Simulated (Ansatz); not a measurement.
Species: C2HF2, net charge -1, singlet state. It need not be the lowest isomer of its formula. Whether it binds its extra electron was not tested at this geometry. 
Coordinates optimised at B3LYP-D3(BJ)/def2-TZVP (Ansatz, a quantum-chemistry and plane-wave program):
```xyz
5

F      1.6141    -0.7594    -0.0091
C      0.7066     0.3803    -0.0332
C     -0.5266    -0.1292     0.0184
F     -1.6395     0.7218     0.0113
H     -0.8514    -1.1679     0.0690
```
Charge -1, spin multiplicity 1.

Parts of the frozen-core correlation energy in cc-pwCVTZ (Ansatz, hartree). Frozen orbitals: 4; correlated occupied orbitals by spin: 12 and 12; virtual: 170 and 170. Spin-orbit coupling is left out. No relativistic terms.

```json
[
 {"term": "reference (HF)", "value": "-275.19396"},
 {"term": "MP2 opposite-spin", "value": "-0.62395"},
 {"term": "MP2 same-spin", "value": "-0.21404"},
 {"term": "CCSD correlation", "value": "-0.84789"},
 {"term": "(T)", "value": "-0.03320"},
 {"term": "T1 diagnostic", "value": "0.014"},
 {"term": "largest doubles amplitude", "value": "0.094"}
]
```
